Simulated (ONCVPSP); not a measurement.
Potentials for vanadium (V) compared

Generated with ld1.x 7.5 (TM, RRKJ, ultrasoft, PAW), atompaw 4.2 or ONCVPSP 4.0.1. The cutoff is in Ry: for ld1.x and atompaw files where the sum of valence levels is converged to 10 mRy in a Bessel basis, for ONCV files where the hardest occupied wave has 1 mHa per electron of residual kinetic energy. The error is the largest all-electron minus pseudo excitation energy over each file’s own four to seven test configurations (ionisations up to +4, promotions, holes and added fractions of an electron), all of which were solved. The labels leave out finer settings (local radius, basis sizes, second energies), which also bear on the numbers. Spin-polarised tests are not counted. The rows are a selection from randomly drawn settings: files with unsolved tests, undetermined cutoffs or missed reference levels are left out.

A true bound ghost makes a file unfit for plane-wave use even where its test errors are small: the radial tests pick states by their node count and pass the ghost by.

```csv
potential,cutoff (Ry),largest error (meV),bound ghosts
"ONCV, PBEsol, scalar-relativistic, rc 1.30/1.40/1.80 (spd), local smoothed, core correction yes, reference 3s2 3p6 3d3 4s1.75 4p0.25, qcut 8.5/8.9/10.3, projectors 2/2/1",67,+42,none
"ONCV, LDA (Perdew-Zunger), scalar-relativistic, rc 1.25/1.50/1.35 (spd), local smoothed, core correction yes, reference 3s2 3p6 3d3 4s2, qcut 9.9/10.3/11.3, projectors 2/2/2",96,+11,none
"ONCV, PBE, non-relativistic, rc 2.30/3.00/1.25 (spd), local smoothed, core correction yes, reference 3d3 4s1.5 4p0.5, qcut 2.6/3.1/13.6, projectors 2/3/2",122,-283,s
"ONCV, PBE, non-relativistic, rc 1.50/1.00/1.35 (spd), local smoothed, core correction yes, reference 3s2 3p6 3d3 4s2, qcut 8.6/6.6/10.2, projectors 2/2/2",87,+18,none
"ONCV, PBE, non-relativistic, rc 1.55/1.00/1.45/1.60 (spdf), local smoothed, core correction yes, reference 3s2 3p6 3d3 4s1.75, qcut 9.6/6.6/10.7/8.1, projectors 2/2/2/1",136,+1.7,none
```

Task: Fill in the row for V: ONCV, LDA (Perdew-Wang 92), scalar-relativistic, rc 1.65/1.35/2.10 (spd), local smoothed, core correction yes, reference 3s2 3p6 3d3 4s1.75, qcut 7.2/12.5/8.2, projectors 2/2/2.

Result: cutoff 62 Ry, largest error +11 meV, bound ghosts: none.

Task: Fill in the row for V: ONCV, PBE, scalar-relativistic, rc 1.55/1.05/2.15 (spd), local smoothed, core correction yes, reference 3s2 3p6 3d3 4s1.75, qcut 8.8/7.1/6, projectors 2/2/2.

Result: cutoff 46 Ry, largest error +24 meV, bound ghosts: none.
